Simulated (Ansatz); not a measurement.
Species: BH$_{2}$Se, charge 0, doublet. BH2Se (SMILES [SeH][BH], doublet).
B3LYP-D3(BJ)/def2-TZVP minimum from Ansatz (a quantum-chemistry and plane-wave program):
```
B
H 1 1.1830
Se 1 1.8771 2 132.82
H 3 1.4898 1 100.49 2 0.00
```
Charge 0, spin multiplicity 2.

Total energies in aug-cc-pVDZ, 11 correlated electrons, 15 frozen orbitals. Radicals and triplets start from unrestricted determinants; spin-orbit coupling is neglected. Cores are frozen in correlated methods (noble-gas shells, and filled d and f shells in the p block). No relativity.

```csv
method,program,energy (Eh),minus CCSDT(Q) (mEh)
HF,Ansatz,-2425.61464,230.00
MP2,Ansatz,-2425.80447,40.17
CCSD,Ansatz,-2425.83511,9.54
CCSD(T),Ansatz,-2425.84306,1.58
CCSDT(Q),Ansatz,-2425.84464,0.00
```

Rough core times of Ansatz's runs on a shared machine: CCSD(T) 20 s, CCSDT(Q) 5 min.
